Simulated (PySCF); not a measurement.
Species: C6H8OS.
Atom-mapped SMILES: `[CH3:1][S:2][CH2:3][c:4]1[cH:5][cH:6][cH:7][o:8]1` (hydrogens: H9, H10, H11 on C1; H12, H13 on C3; H14 on C5; H15 on C6; H16 on C7)

A GFN2-xTB structure was refined with PBE0-D3(BJ)/def2-TZVP geometry optimisation, gas phase in PySCF 2.14.0. Its GFN2-xTB values:

```json
{"coordinate": "C1–S2", "GFN2-xTB": "1.804 Å"}
{"coordinate": "C1–H9", "GFN2-xTB": "1.085 Å"}
{"coordinate": "S2–C3", "GFN2-xTB": "1.845 Å"}
{"coordinate": "C3–C4", "GFN2-xTB": "1.434 Å"}
{"coordinate": "C3–H12", "GFN2-xTB": "1.075 Å"}
{"coordinate": "C4–C5", "GFN2-xTB": "1.396 Å"}
{"coordinate": "C4–O8", "GFN2-xTB": "1.356 Å"}
{"coordinate": "C5–C6", "GFN2-xTB": "1.426 Å"}
{"coordinate": "C5–H14", "GFN2-xTB": "1.052 Å"}
{"coordinate": "C6–C7", "GFN2-xTB": "1.366 Å"}
{"coordinate": "C6–H15", "GFN2-xTB": "1.065 Å"}
{"coordinate": "C7–O8", "GFN2-xTB": "1.346 Å"}
{"coordinate": "C7–H16", "GFN2-xTB": "1.089 Å"}
{"coordinate": "C1–S2–C3", "GFN2-xTB": "99.4°"}
{"coordinate": "S2–C3–C4", "GFN2-xTB": "111.5°"}
{"coordinate": "C3–C4–C5", "GFN2-xTB": "131.2°"}
{"coordinate": "C3–C4–O8", "GFN2-xTB": "120.0°"}
{"coordinate": "C4–O8–C7", "GFN2-xTB": "108.1°"}
{"coordinate": "C5–C4–O8", "GFN2-xTB": "108.9°"}
{"coordinate": "C5–C6–C7", "GFN2-xTB": "105.6°"}
{"coordinate": "C6–C7–O8", "GFN2-xTB": "111.1°"}
{"coordinate": "C1–S2–C3–C4", "GFN2-xTB": "63°"}
{"coordinate": "S2–C3–C4–C5", "GFN2-xTB": "78°"}
```

Task: How do these coordinates change at the PBE0-D3(BJ)/def2-TZVP level?

Result: 
```json
{"coordinate": "C3–C4", "PBE0-D3(BJ)/def2-TZVP (Å or °)": "1.478", "change": "+0.044"}
{"coordinate": "C4–C5", "PBE0-D3(BJ)/def2-TZVP (Å or °)": "1.358", "change": "-0.038"}
{"coordinate": "S2–C3", "PBE0-D3(BJ)/def2-TZVP (Å or °)": "1.817", "change": "-0.028"}
{"coordinate": "C5–H14", "PBE0-D3(BJ)/def2-TZVP (Å or °)": "1.078", "change": "+0.026"}
{"coordinate": "C3–H12", "PBE0-D3(BJ)/def2-TZVP (Å or °)": "1.091", "change": "+0.016"}
{"coordinate": "C6–H15", "PBE0-D3(BJ)/def2-TZVP (Å or °)": "1.078", "change": "+0.013"}
{"coordinate": "C6–C7", "PBE0-D3(BJ)/def2-TZVP (Å or °)": "1.353", "change": "-0.013"}
{"coordinate": "C7–H16", "PBE0-D3(BJ)/def2-TZVP (Å or °)": "1.077", "change": "-0.012"}
{"coordinate": "C1–S2", "PBE0-D3(BJ)/def2-TZVP (Å or °)": "1.795", "change": "-0.009"}
{"coordinate": "C7–O8", "PBE0-D3(BJ)/def2-TZVP (Å or °)": "1.352", "change": "+0.006"}
{"coordinate": "C1–H9", "PBE0-D3(BJ)/def2-TZVP (Å or °)": "1.090", "change": "+0.005"}
{"coordinate": "C4–O8", "PBE0-D3(BJ)/def2-TZVP (Å or °)": "1.359", "change": "+0.003"}
{"coordinate": "C5–C6", "PBE0-D3(BJ)/def2-TZVP (Å or °)": "1.425", "change": "-0.001"}
{"coordinate": "C3–C4–O8", "PBE0-D3(BJ)/def2-TZVP (Å or °)": "116.4", "change": "-3.6"}
{"coordinate": "S2–C3–C4", "PBE0-D3(BJ)/def2-TZVP (Å or °)": "114.5", "change": "+3.0"}
{"coordinate": "C3–C4–C5", "PBE0-D3(BJ)/def2-TZVP (Å or °)": "134.0", "change": "+2.8"}
{"coordinate": "C6–C7–O8", "PBE0-D3(BJ)/def2-TZVP (Å or °)": "110.3", "change": "-0.8"}
{"coordinate": "C5–C4–O8", "PBE0-D3(BJ)/def2-TZVP (Å or °)": "109.6", "change": "+0.7"}
{"coordinate": "C4–O8–C7", "PBE0-D3(BJ)/def2-TZVP (Å or °)": "107.5", "change": "-0.6"}
{"coordinate": "C5–C6–C7", "PBE0-D3(BJ)/def2-TZVP (Å or °)": "106.1", "change": "+0.5"}
{"coordinate": "C1–S2–C3", "PBE0-D3(BJ)/def2-TZVP (Å or °)": "99.8", "change": "+0.4"}
{"coordinate": "C1–S2–C3–C4", "PBE0-D3(BJ)/def2-TZVP (Å or °)": "57", "change": "-6"}
{"coordinate": "S2–C3–C4–C5", "PBE0-D3(BJ)/def2-TZVP (Å or °)": "74", "change": "-4"}
```

The energy falls by 15.5 kJ/mol over 7 energy and gradient evaluations, the largest force component goes from 0.0557 to 1.4e-04 Eh/bohr, and the atoms move by 0.091 Å rms after alignment. The bond that changes most is C3–C4 (sp3 carbon bound to sulfur to substituted aromatic carbon), which lengthens by 0.044 Å. Bonds longer at the end by more than 0.005 Å: 8 of 16; shorter: 6. Rotational constants go from 3796, 1100, 1005 to 3864, 1078, 1000 MHz.

The run used 302 basis functions and 51 SCF cycles in all.

No frequency check. One conformer, not necessarily the lowest.

Shape of the structure used: `[CH3:1][S:2][CH2:3][c:4]1[cH:5][cH:6][cH:7][o:8]1`: C1–S2–C3–C4 57°, S2–C3–C4–C5 74°.
